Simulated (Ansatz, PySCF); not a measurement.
Species: sum formula H$_{4}$BO$_{2}$, charge 1, multiplicity 1. It need not be the lowest isomer of its formula. 
Coordinates optimised at B3LYP-D3(BJ)/def2-TZVP (Ansatz, an electronic-structure program):
```
B
O 1 1.3078
H 2 0.9671 1 119.97
H 1 1.1767 2 135.00 3 0.00
O 1 1.4810 4 114.56 2 -180.00
H 5 0.9730 1 123.65 4 0.00
H 5 0.9771 6 114.90 1 -180.00
```
Charge +1, spin multiplicity 1.

Total electronic energies in hartree. Correlated levels leave the core frozen unless marked. No spin-orbit coupling. No relativistic terms. CBS(X,Y): correlation extrapolated as X^-3; Hartree-Fock from the larger set.

```
level                                         program  energy (Eh)
-------------------------------------  --------------  -----------
HF/6-31G                                       Ansatz   -176.48534
HF/def2-TZVPD                                   PySCF   -176.63753
revPBE-D3(BJ)/def2-TZVPD               Ansatz + dftd3   -177.51842
revPBE-D4/def2-TZVPD                   Ansatz + dftd4   -177.51838
B3LYP-D4/def2-TZVPD                    Ansatz + dftd4   -177.58192
PBE0/def2-SVP                                  Ansatz   -177.16526
PBE0-D3(BJ)/def2-TZVP                  Ansatz + dftd3   -177.37382
PBE0-D4/def2-TZVP                      Ansatz + dftd4   -177.37313
TPSSh/def2-TZVPD                                PySCF   -177.57275
LC-wPBE/def2-TZVPD                             Ansatz          [?]
SCS-MP2/STO-3G                                 Ansatz   -174.41454
SCS-MP2/cc-pVDZ                                Ansatz   -177.02049
SCS-MP2/cc-pVTZ                                Ansatz   -177.20580
CCSD(T) with core electrons/cc-pwCVTZ          Ansatz   -177.41038
CCSD(T)/CBS(cc-pVTZ,cc-pVQZ)                   Ansatz    -177.3316
```

Question: Some entries are withheld; supply them.

Answer: 
- LC-wPBE/def2-TZVPD, energy (Eh): -177.46429
